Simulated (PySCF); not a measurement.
Successive ionisation energies of one element at GMP2 (screened spin-orbit), starting from the ion with 5 electrons. Calculated with PySCF 2.14, two-component X2C-1e (Gaussian nucleus, no Breit or QED terms), each ion in its own even-tempered basis; GMP2 freezes the deep shells of the larger ions and drops the highest virtual spinors; eV.

657.28, 748.31, 809.36, 3660.0, 3947.3

(1) Which element is it?

Answers

(1) Chlorine (Cl, Z = 17); the list starts at Cl¹²⁺. The hydrogenic estimate 13.606 eV × (q + 1)²/n² with q = 12 and n = 2 gives 574.84 eV for the first entry, a lower bound because the other electrons screen the nucleus only in part.
